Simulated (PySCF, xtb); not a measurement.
B(GeH3)(H)(OH) (BGeH5O), SMILES [GeH3][BH]O. Other conformers were not sampled.

Harmonic wavenumbers (cm⁻¹) from GFN2-xTB (xtb) at its own minimum, in rising order: 74, 213, 335, 407, 567, 601, 838, 846, 903, 911, 959, 1105, 1319, 1942, 2034, 2059, 2614, 3549.

Task: What does PBE0-D3(BJ)/def2-SVP (PySCF 2.14.0) give at its own minimum? (An estimate is asked for; the answer gives what the named calculation found.)

Result: 86, 209, 386, 439, 606, 668, 813, 857, 888, 898, 1003, 1172, 1381, 2110, 2142, 2142, 2605, 3876. Paired by order, the mean absolute difference is 63 cm⁻¹ and the zero-point energies are 30.4 and 31.9 kcal/mol.
